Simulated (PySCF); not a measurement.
Symmetry of computed structures. Method used: PBE0/def2-SVPD in PySCF (dipole) on a GFN2-xTB geometry, gas phase. The symmetry is that of the one conformer found, every atom within 0.08 Å of its image; none is proved a minimum here.

Question: `[SiH2]1N=CCC1=C`: symmetry, top, dipole?

Answer: Cs; asymmetric top; symmetry number 1; 2 operations, which sort the 13 atoms into 11 sets; dipole 2.26 D, in the ab plane, which is the mirror; A, B, C = 4622, 3139, 1935 MHz.

Question: What symmetry has `[CH3:1][C:2](=[O:3])[c:4]1[cH:5][n:6][s:7][n:8]1` with C1–C2–C4–C5 180°, H–C1–C2–O3 -1° (nearest H)?

Answer: Cs; asymmetric top; symmetry number 1; 2 operations, which sort the 12 atoms into 11 sets; dipole 1.92 D, in the ab plane, which is the mirror; A, B, C = 4435, 1261, 988.0 MHz.

Question: `[N:1]#[C:2][CH2:3][SiH:4]1[CH2:5][CH2:6]1` with C2–C3–Si4–C5 -168°: symmetry, top, dipole?

Answer: C1; near-prolate asymmetric top; symmetry number 1; this conformer is chiral (no improper operation); dipole 4.07 D; A, B, C = 9070, 1411, 1369 MHz.
